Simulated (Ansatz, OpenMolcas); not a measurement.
**From Ansatz to OpenMolcas**

This Ansatz 0.2.0 job computes doublet SiH3I+:

in.yaml:
```yaml
crystal:
  periodic: [false, false, false]
  atoms:
    - {symbol: Si, position_ang: [-0.165600, 0.069300, -0.077300]}
    - {symbol: I, position_ang: [1.907700, -0.923300, 0.737800]}
    - {symbol: H, position_ang: [-1.144400, 0.089000, 1.033900]}
    - {symbol: H, position_ang: [-0.671300, -0.755700, -1.198400]}
    - {symbol: H, position_ang: [0.123500, 1.447000, -0.537300]}
basis:
  gaussian: {orbitals: def2-TZVP}
magnetization: {spin_polarized: true, initial_magnetization: 1}
output: {orbitals: {seedname: orbitals}}
total_charge: 1
accuracy: high
hamiltonian: {xc: pbe}
```

```bash
$ ansatz run in.yaml --threads 1 --pin off --max-ram 3480MiB --events-out events.jsonl --progress --plain --runs-dir runs
```

Geometry: relaxed at PBE0-D4/def2-TZVP. That shape belongs to the parent species and isn't relaxed for this state.

It gives a total energy of -588.508177 Eh.

Q: Write the same calculation for OpenMolcas 26.06 as an input file of the program's own.

A: For example:

mol.inp:
```
&GATEWAY
  BasLib = $CurrDir
  Coord
  5
  angstrom
  Si      -0.165600       0.069300      -0.077300
  I        1.907700      -0.923300       0.737800
  H       -1.144400       0.089000       1.033900
  H       -0.671300      -0.755700      -1.198400
  H        0.123500       1.447000      -0.537300
  Basis = def2-TZVP
  Group = NoSym

&SEWARD
  GridInput
  Grid=UltraFine
  End of Grid

&SCF
  UHF
  Charge = 1
  Spin = 2
  KSDFT = PBE
  Thresholds = 1e-10 1e-07 1e-07 1e-05
  PrOrbitals = 1
```

```bash
$ export MOLCAS_MEM=1860
$ pymolcas mol.inp > mol.log
```

(Basis files named in the input come from the Basis Set Exchange and aren't shown.)

Its energy is -588.508175 Eh, 0.002 mEh from the first.
